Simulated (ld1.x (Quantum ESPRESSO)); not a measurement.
**What the settings do to the ultrasoft potential of aluminium**

Base potential:

- Element: Al
- Generator: ld1.x (Quantum ESPRESSO) 7.5
- Type: ultrasoft
- Functional: PBE
- Relativity: scalar-relativistic
- Frozen core: [Ne]
- Valence charge: 3
- Reference configuration: 3s2 3p1
- Partial waves: 3s (bound): rcut 1.55, rcutus 2.15 bohr; 3s channel at 0.05 Ry: rcut 1.55, rcutus 2.15 bohr; 3p (bound): rcut 2.25, rcutus 2.65 bohr; 3p channel at 0.45 Ry: rcut 2.25, rcutus 2.65 bohr
- Local potential: all-electron potential smoothed inside 1.80 bohr (lloc = -1)
- Core correction: none
- Augmentation charge: PSQ, radius 1.25 bohr

Cutoffs, loose and tight: the cutoffs (Ry, on a coarse ladder) from which the occupation-weighted sum of valence levels, in a spherical-Bessel basis at the reference potential, stays within 10 and 1 mRy of its value at 400 Ry. They do not see the model core or the augmentation charge, which bear on the density cutoff. Test errors are all-electron minus pseudo excitation energies from the reference, over the configurations 3s2 3p0; 3s1 3p0; 3s2 3p0.5; 3s1 3p1; 3s2 3p1.3; 3s0 3p3; 3s1 3p2. A dash means not determined; rows that change the core or the reference have their own tests.

Cutoffs are not given where the Bessel-basis levels miss the radial ones by over 6 mRy, ghosts where they miss by over 20 mRy; a channel whose overlap is not positive is not tested.

| change | outcome | cutoff, loose | cutoff, tight | bound ghosts | largest test error (meV) |
| --- | --- | --- | --- | --- | --- |
| base | generated | 6 Ry | 8 Ry | none | +40 |
| waves 3s (bound): rcut 1.55, rcutus 3.24 bohr; 3s channel at 0.05 Ry: rcut 1.55, rcutus 3.24 bohr | generated | 6 Ry | 8 Ry | none | +40 |
| local potential all-electron potential smoothed inside 1.70 bohr (lloc = -1) | generated | 6 Ry | 8 Ry | none | +40 |
| functional BP86 | generated | 6 Ry | 8 Ry | none | +44 |
| waves 3p (bound): rcut 2.25, rcutus 3.90 bohr; 3p channel at 0.45 Ry: rcut 2.25, rcutus 3.90 bohr | generated | 6 Ry | 8 Ry | none | +43 |

Question: What comes out with this change to the base: all radii scaled by about 1.25 (s 2.70, p 3.32 bohr, rcut 1.94/2.82); local potential all-electron potential smoothed inside 2.26 bohr (lloc = -1); augmentation PSQ, radius 1.56 bohr?

Answer: outcome: generated; cutoff, loose: 6 Ry; cutoff, tight: 6 Ry; bound ghosts: none; largest test error (meV): +42.

Question: What comes out with this change to the base: core [He], valence charge 11; reference 2s2 2p6 3s2 3p1; waves now 2s (bound): rcut 0.85, rcutus 1.05 bohr; 3s (bound): rcut 0.85, rcutus 1.05 bohr; 2p (bound): rcut 0.95, rcutus 1.25 bohr; 3p (bound): rcut 0.95, rcutus 1.25 bohr; local potential all-electron potential smoothed inside 0.95 bohr (lloc = -1); core correction Bessel-smoothed model core inside 0.95 bohr; augmentation PSQ, radius 0.75 bohr?

Answer: outcome: generated, overlap not positive; bound ghosts: not determined (overlap not positive); largest test error (meV): +7.6 over the solved tests; test run stopped at test 4 of 7 (negative rho). A file whose overlap is not positive is unfit for use, and its test errors describe a broken file.

Question: What comes out with this change to the base: core correction a·sin(br)/r model core inside 1.82 bohr?

Answer: outcome: generated; cutoff, loose: 6 Ry; cutoff, tight: 8 Ry; bound ghosts: none; largest test error (meV): +25.
